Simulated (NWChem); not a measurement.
Molecule: C$_{3}$H$_{2}$F$_{4}$; SMILES FC(F)=CC(F)F

```xyz
9

F     -1.2177     1.5230     0.0000
C      0.0658     1.2643     0.0000
F      0.7538     2.3718     0.0000
C      0.5952     0.0471     0.0000
C     -0.2282    -1.1892     0.0000
F      0.0611    -1.9420     1.0873
F      0.0611    -1.9420    -1.0873
H      1.6814    -0.0516     0.0000
H     -1.3112    -0.9806     0.0000
```
Atoms are numbered in this order, from 1.

Results from NWChem. Pople sets run with spherical d functions. Structure relaxed at the PBE0/def2-SVP level. Atomic charges in e: unrestrained fits to the electrostatic potential beside Mulliken populations; buried atoms are poorly determined by the fit.

**Question.** Predict the results for Hartree-Fock/6-31G*. Quantities: ESP F1; Mulliken F1; ESP C2; Mulliken C2; ESP F3; Mulliken F3; ESP C4; Mulliken C4; ESP C5; Mulliken C5; relative RMS misfit of the potential (%).

**Answer.** The ESP F1 is -0.18, the Mulliken F1 comes out as -0.38 and the ESP C2 is 0.60. The Mulliken C2 is 0.89 and the ESP F3 is -0.19. The Mulliken F3 is -0.37. The ESP C4 is -0.67 and the Mulliken C4 is -0.45. The ESP C5 comes out as 0.89 and the Mulliken C5 is 0.74. The relative RMS misfit of the potential (%) is 26.
